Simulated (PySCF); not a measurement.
Ge(F)3(NCO) (CF3GeNO), SMILES [F][Ge]([N]=C=O)([F])[F]. Atoms are numbered in the order given.

```xyz
7

O     -0.0764     3.4458     0.0000
C      0.1656     2.3080     0.0000
N      0.4892     1.1413     0.0000
Ge     0.0070    -0.5667     0.0000
F     -1.6967    -0.7447     0.0000
F      0.6244    -1.3648    -1.3798
F      0.6244    -1.3648     1.3798
```

Geometry: B3LYP-D3(BJ)/def2-SVP. The structure was generated by enumeration, and PubChem lists no compound with its InChIKey, so it may never have been made. The values are those of a single conformer.

Two levels are set side by side: PBE/pcSseg-1 (PySCF) and KT2/pcSseg-1 (PySCF). GIAO shifts against CFCl3 (¹⁹F), GeH4 (⁷³Ge), H2O (¹⁷O), NH3 (¹⁵N), TMS (¹³C) at the same level; non-relativistic, no solvent, atoms listed together averaged. Differences are taken from unrounded values.

| quantity | KT2 | PBE | PBE minus KT2 |
|---|---|---|---|
| δ(¹⁷O) of O1 (ppm) | 150.7 | 163.1 | 12.4 |
| δ(¹³C) of C2 (ppm) | 121.2 | 125.3 | 4.1 |
| δ(¹⁵N) of N3 (ppm) | 43.5 | 49.3 | 5.8 |
| δ(⁷³Ge) of Ge4 (ppm) | 214.0 | 222.1 | 8.1 |

Rough cost on one machine, each run with all the roots and properties that it gave: KT2 against PBE within a factor of 2.
